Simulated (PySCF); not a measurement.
# NMR data sheet: C$_{10}$H$_{20}$

```
Formula                               : C10H20
SMILES                                : CC(C)(C)C1CCCCC1
Point group of the computed structure : Cs
Degrees of unsaturation               : 1
Carbon signals                        : 6
Proton signals                        : 8
```

Mapped SMILES: `[CH3:1][C:2]([CH3:3])([CH3:4])[CH:5]1[CH2:6][CH2:7][CH2:8][CH2:9][CH2:10]1` (H(Xn): hydrogen on atom n). Ha(C6), Ha(C7), Ha(C8), Ha(C9), Ha(C10) are cis to C2 on the ring; Hb(C6), Hb(C7), Hb(C8), Hb(C9), Hb(C10) are trans to C2 on the ring.

- GIAO WP04/pcSseg-1 shieldings
- PBE0-D3(BJ)/def2-SVP geometry
- run in PySCF 2.14.0 with density-fitted response routines
- no relativistic terms, one conformer, gas phase, one averaged value for each set of equivalent atoms

References, each an isolated molecule treated in the same way: ¹H (σ = 31.56 ppm), ¹³C (σ = 172.44 ppm) vs TMS.

| carbon | δC, type | δH (multiplicity) | HMBC from (2–3 bonds) | span of the C tensor (ppm) |
| --- | --- | --- | --- | --- |
| C1/C3/C4 | 28.7, CH3 | 0.84 (s) | H(C1)/H(C3)/H(C4), H(C5) | 43 |
| C2 | 37.7, C | – | Hb(C6)/Hb(C10), Ha(C6)/Ha(C10), H(C1)/H(C3)/H(C4), H(C5) | 13 |
| C5 | 50.7, CH | 0.70 (m) | Hb(C6)/Hb(C10), Ha(C7)/Ha(C9), Hb(C7)/Hb(C9), Ha(C6)/Ha(C10), H(C1)/H(C3)/H(C4) | 35 |
| C6/C10 | 30.5, CH2 | Hb(C6) 1.51 (m); Ha(C6) 0.87 (m) | Hb(C6)/Hb(C10), Ha(C7)/Ha(C9), Hb(C8), Hb(C7)/Hb(C9), Ha(C8), Ha(C6)/Ha(C10), H(C5) | 8 |
| C7/C9 | 30.9, CH2 | Ha(C7) 1.51 (m); Hb(C7) 1.08 (m) | Hb(C6)/Hb(C10), Ha(C7)/Ha(C9), Hb(C8), Hb(C7)/Hb(C9), Ha(C8), Ha(C6)/Ha(C10), H(C5) | 9 |
| C8 | 30.1, CH2 | Hb(C8) 1.39 (m); Ha(C8) 1.01 (m) | Hb(C6)/Hb(C10), Ha(C7)/Ha(C9), Hb(C7)/Hb(C9), Ha(C6)/Ha(C10) | 6 |

Carbon types of the structure: 1 × C, 1 × CH, 5 × CH2, 3 × CH3, which accounts for all hydrogens. δC 50.7: sp3 CH in a ring; a saturated carbon with 3 carbon neighbours and no heteroatom attached. δC 30.9, 30.5, 30.1: sp3 CH2 in a ring; saturated and bonded to C and H only. δC 28.7: methyl carbon; saturated and bonded to C and H only. δH 0.84: hydrogen on a methyl carbon; far from electronegative atoms and π systems. δH 0.70: hydrogen on an sp3 CH in a ring; far from electronegative atoms and π systems.

Shifts are as computed. Against solution values, carbons near 30 ppm lie about +3 ppm off and those near 130 ppm about +5 ppm. Of 1211 compounds with measured shifts, 218 miss one by over three times the rms of a fit or turn the order of signals round; such compounds aren't used in these exercises. Multiplicities follow the n + 1 count of equivalent neighbours, as no J values were calculated; m marks all less simple cases, F and P coupling included.
